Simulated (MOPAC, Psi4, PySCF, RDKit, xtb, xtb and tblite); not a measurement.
Two geometries of SMILES B[SiH2]CC#N, relaxed at GFN2-xTB with one dihedral held; other torsions can differ between them too.

Structure A

```
11

B     -1.8834     0.4222     0.2902
Si    -0.5097    -0.6386    -0.6155
C      1.2313    -0.4135     0.2172
C      1.8871    -1.6685     0.3832
N      2.3911    -2.6880     0.5161
H     -2.8206     0.8063    -0.2927
H     -1.8310     0.6785     1.4303
H     -0.8045    -2.0821    -0.5573
H     -0.2560    -0.3562    -2.0410
H      1.8659     0.2327    -0.3907
H      1.1298     0.0460     1.2024
```

Structure B

```
11

B     -1.8250     0.4290     0.3594
Si    -0.5378    -0.7564    -0.5141
C      1.2326    -0.3217     0.1767
C      1.1181     0.4691     1.3553
N      0.9788     1.1065     2.2973
H     -1.9473     1.5443     0.0302
H     -2.5011     0.0596     1.2380
H     -0.6599    -2.2073    -0.2759
H     -0.3679    -0.6505    -1.9759
H      1.7923    -1.2276     0.4069
H      1.7949     0.2450    -0.5661
```

Q: Which is lower in energy at the level DF-MP2 (frozen core)/cc-pVTZ // GFN2-xTB run with Psi4, and by how much?

A: B is lower, by 0.50 kcal/mol (dihedral B1–Si2–C3–C4: 135° in A, 15° in B).

E(B) − E(A) in kcal/mol at the other levels, on the same two geometries: GFN2-xTB (xtb and tblite) -1.17; B3LYP/def2-TZVP // GFN2-xTB (Psi4) 0.25; B3LYP-D3(BJ)/def2-TZVP // GFN2-xTB (Psi4) -0.21; PBE/def2-TZVP // GFN2-xTB (Psi4) 0.33; PBE-D3(BJ)/def2-TZVP // GFN2-xTB (Psi4) 0.07; M06-2X/def2-TZVP // GFN2-xTB (Psi4) -0.32; HF/cc-pVTZ // GFN2-xTB (Psi4) -0.04; UFF // GFN2-xTB (RDKit) 2.09; PM7, restricted, heats of formation // GFN2-xTB (MOPAC) 0.46; AM1, restricted, heats of formation // GFN2-xTB (MOPAC) 1.75; GFN1-xTB // GFN2-xTB (xtb) -0.90; restricted B3LYP/6-31G*, spherical d // GFN2-xTB (PySCF) 0.10; restricted B3LYP/3-21G // GFN2-xTB (PySCF) 0.42; restricted B3LYP/LANL2DZ, with its core potentials past Ne // GFN2-xTB (PySCF) 0.93; restricted Hartree-Fock/3-21G // GFN2-xTB (PySCF) 0.26.
